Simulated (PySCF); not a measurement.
Working with the constants of KGe

BHandHLYP constants of KGe, ⁴Σ⁻ (quartet), unpaired electrons σ ↑, π ↑↑ (PySCF, no relativity, basis sets K def2-SVP, Ge def2-SVP; masses 38.9637 and 73.9212 u):

```
ωe              : 160.4 cm⁻¹
ωexe            : 0.682 cm⁻¹
Be              : 0.068775 cm⁻¹
αe              : 0.000402 cm⁻¹
D (centrifugal) : 5.06e-08 cm⁻¹
De to K + Ge    : 1.20 eV
```

(1) Give the vibrational terms G(v) and spacings up to v = 3.

(2) How well does the Morse estimate ωe²/(4ωexe) reproduce De, and what is D0?

Spin–orbit coupling is left out. The state was picked by a PBE0 search and need not be the measured ground state.

Answers

(1) G(v) = ωe(v+½) − ωexe(v+½)².

```json
{"v": "0", "G(v) (cm⁻¹)": "80", "G(v) − G(v−1)": "", "Bv (cm⁻¹)": "0.06857"}
{"v": "1", "G(v) (cm⁻¹)": "239", "G(v) − G(v−1)": "159", "Bv (cm⁻¹)": "0.06817"}
{"v": "2", "G(v) (cm⁻¹)": "397", "G(v) − G(v−1)": "158", "Bv (cm⁻¹)": "0.06777"}
{"v": "3", "G(v) (cm⁻¹)": "553", "G(v) − G(v−1)": "156", "Bv (cm⁻¹)": "0.06737"}
```

(2) It gives 1.17 eV, 97 % of the computed De. D0 = De − G(0) = 1.20 − 0.01 = 1.19 eV.
